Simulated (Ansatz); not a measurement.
Molecule: C2HO, charge 0, multiplicity 2. It need not be the lowest isomer of its formula. SMILES: O1[C]=C1
Geometry from a B3LYP-D3(BJ)/def2-TZVP (Ansatz, a quantum-chemistry and plane-wave program) optimisation:
```xyz
4

C     -0.8004    -0.5753    -0.2617
C      0.5133    -0.3778    -0.0381
O      0.0232     0.8049     0.2249
H      1.5373    -0.7205    -0.0007
```
Charge 0, spin multiplicity 2.

Parts of the frozen-core correlation energy in cc-pVDZ (Ansatz, hartree). Frozen orbitals: 3; correlated occupied orbitals by spin: 8 and 7; virtual: 36 and 37. Open shells are spin-unrestricted. Spin-orbit coupling is left out. No relativistic terms.

```tsv
term	value
reference (HF)	-151.00739
MP2 opposite-spin	(withheld)
MP2 same-spin	(withheld)
CCSD correlation	(withheld)
(T)	-0.01862
CCSDT minus CCSD(T)	-0.00116
T1 diagnostic	0.032
largest doubles amplitude	0.064
<S^2> of the reference	0.816
```

Q: Fill in the missing entries.

A: 
- MP2 opposite-spin, value: -0.29469
- MP2 same-spin, value: -0.10695
- CCSD correlation, value: -0.42854
